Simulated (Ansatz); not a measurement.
Computed with Ansatz on PBE0-D4/def2-TZVP structures; ΔE is electronic, products minus reactants. CCSD(T)/CBS adds triple-zeta CCSD(T) − MP2 to the extrapolated MP2 energy (def2 sets, frozen cores). This one scheme is used for every species. DFT in def2-TZVPP. B3LYP here is the variant with VWN-RPA as its local correlation; programs differ in this. Each species was taken in one conformer, which may not be the lowest.

`OB([SiH3])Cl` + `C[SiH2]BO` → `C[SiH2]BO[SiH3]` + `OBCl`  (cleavage of the Si–B bond)

Problem. Is it downhill or uphill in electronic energy at CCSD(T)/CBS, and by how much? (Estimate.)

Solution. Ansatz gave: Downhill: ΔE = -98.7 kJ/mol.

Problem. What do these levels give: PBE-D4, r2SCAN-D4, PBE0-D4, B3LYP-D4, ωB97X-V, HF/def2-TZVPP, MP2/def2-TZVPP, SCS-MP2/def2-TZVPP, CCSD/def2-TZVPP, HF/def2-QZVPP, MP2/def2-QZVPP, CCSD/CBS(def2)? (Best estimate.)

Solution. Computed: PBE-D4 -75.7, r2SCAN-D4 -92.6, PBE0-D4 -84.0, B3LYP-D4 -98.7, ωB97X-V -95.4, HF/def2-TZVPP -124.7, MP2/def2-TZVPP -104.9, SCS-MP2/def2-TZVPP -108.8, CCSD/def2-TZVPP -101.8, HF/def2-QZVPP -127.0, MP2/def2-QZVPP -106.0, CCSD/CBS(def2) -102.3 kJ/mol.

Largest T1 diagnostic among the species: 0.013.

From PBE to PBE0 (25 % exact exchange), in def2-TZVPP and without D4, ΔE moves by −8.2 kJ/mol. In def2-TZVPP, CCSD(T) changes the Hartree–Fock value by +26.4 kJ/mol (the triples alone add +3.5 kJ/mol) and MP2 by +19.7 kJ/mol.
